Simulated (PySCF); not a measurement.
Core-level binding energies of Cu(AsH3)(NH2)

Compound: Cu(AsH3)(NH2) (singlet state).
Z-matrix (Å and degrees, PBE0-D3(BJ)/def2-SVP geometry), rows numbered from 1:
```
Cu
As  1  2.2740
H   2  1.5128  1  120.17
H   2  1.5129  1  120.31  3  -119.63
H   2  1.5133  1  120.66  3   120.34
N   1  1.8249  2  176.17  3   -62.59
H   6  1.0210  1  113.71  3  -178.71
H   6  1.0211  1  113.54  7  -119.88
```

Computed, not measured: delta-SCF UKS SCAN, pcX-2 on the ionised atom (unc-x2c-TZVPall on a metal), pcseg-1 elsewhere, spin-free X2C in PySCF 2.14.0. Vertical ΔSCF values, vacuum level as zero.

Give the core binding energies atom by atom.

```csv
atom(s),bonded to,level,binding energy (eV),2p1/2 (eV),count
Cu1,N and As,Cu 2p3/2,937.74,958.40,1
N6,2 H and Cu,N 1s,402.42,–,1
```

Which photon energy gives electrons from N 1s of N6 a kinetic energy of 50 eV, and what is their de Broglie wavelength?

hν = 402.42 + 50 = 452.42 eV, recoil neglected; λ = 12.264 Å/√(E/eV) = 1.73 Å.

Which photon wavelength matches the N 1s of N6 threshold?

λ = hc/E = 12398.42 eV Å / 402.42 eV = 30.810 Å.

Spin–orbit and ligand-field terms were added within each 2p shell after the spin-free SCF. 2p1/2 minus 2p3/2 (ligand field included): Cu 20.66 eV. Satellites of the metal's 2p lines aren't described. No level of arsenic is listed. Geometry: PBE0-D3(BJ)/def2-SVP; no solvent, vibrations or thermal averaging. Metal 2p energies of this one-determinant scheme are less reliable than its 1s energies.
